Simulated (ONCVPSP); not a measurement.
**Reading a pseudo-wave (Fe (Z = 26))**

Columns: radius, all-electron u(r) and pseudo u(r) of the 3s shell (level -94.02 eV) of iron in the configuration [Ne] 3s2 3p6 3d6 4s2; PBE, scalar-relativistic, ONCV scheme, ONCVPSP 4.0.1.

```csv
r (bohr),all-electron,pseudo
0.068,0.0899,0.1469
0.135,-0.5283,0.2920
0.202,-0.6395,0.4371
0.270,-0.3602,0.5821
0.338,0.0689,0.7214
0.405,0.4820,0.8479
0.473,0.8186,0.9594
0.540,1.0479,1.0468
0.608,1.1834,1.1083
0.675,1.2373,1.1391
0.742,1.2322,1.1403
0.810,1.1848,1.1131
0.878,1.1104,1.0617
0.945,1.0221,0.9928
1.013,0.9259,0.9107
1.080,0.8304,0.8237
1.148,0.7366,0.7343
1.215,0.6497,0.6491
1.283,0.5684,0.5683
1.350,0.4958,0.4957
1.418,0.4297,0.4296
1.485,0.3718,0.3717
1.553,0.3200,0.3200
1.620,0.2754,0.2753
1.688,0.2358,0.2358
1.755,0.2021,0.2020
```

(1) How many radial nodes do the two functions have?

(2) At about which radius was the pseudo-wave matched?

(3) Is the pseudo-wave norm-conserving?

## Answers

(1) The all-electron 3s function has n − l − 1 = 2; the pseudo-wave has 0, since the states of the same l below it are removed with the core.

(2) 1.35 bohr. The columns agree to 0.0005 from 1.28 bohr on; several derivatives are matched, so the curves merge somewhat inside the radius.

(3) Yes: the ONCV scheme keeps the norm inside the radius equal to the all-electron one, which fixes the energy derivative of the logarithmic derivative at the level.
